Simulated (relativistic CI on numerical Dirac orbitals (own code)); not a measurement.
**Gd⁵³⁺: sensitivity of the levels to the model**

Base calculation: Dirac-Coulomb-Breit CI, orbitals from a KLI potential per configuration, model QED, unscaled Slater integrals.

Configuration list (outside the closed core [Ne]): 3s, 3p, 3d, 4s, 4p, 4d, 4f, 5s, 5p, 5d, 5f, 5g, 6s, 6p, 6d, 7s, 7p. Levels of other configurations are missing.

Variants: (1) P86 correlation estimate; (2) QED terms removed. Shifts of the energy above 3s ²S1/2, in eV, for the lowest level and the first level of each name with at least 55 % of one term (blank where a level changes its place among those of its configuration and J or its character, or is not in the variant):

```tsv
Level	Base	Δ(1)	Δ(2)
3s ²S1/2	0.00	0.00	0.00
3p ²P°1/2	128.11	+0.10	+2.87
3p ²P°3/2	317.28	+0.10	+2.61
3d ²D3/2	473.63	-0.24	+3.06
3d ²D5/2	516.82	-0.24	+2.94
4s ²S1/2	2288.44	-0.16	+1.75
4p ²P°1/2	2341.44	-0.11	+2.92
4p ²P°3/2	2418.72	-0.11	+2.81
4d ²D3/2	2478.01	-0.18	+2.99
4d ²D5/2	2496.71	-0.18	+2.94
4f ²F°5/2	2528.14	+0.22	+2.97
4f ²F°7/2	2536.27	+0.22	+2.95
5s ²S1/2	3307.06	+0.05	+2.35
5p ²P°1/2	3333.72	+0.08	+2.94
```

At this charge energies of transitions that change n are usually good to better than 1 %, and those within a shell (Δn = 0) to a few per cent.

Ionisation energy from the two ground configurations alone: base 5025.05 eV; QED terms removed 5028.02 eV. The NIST ASD value (theoretical) is 5025 eV.
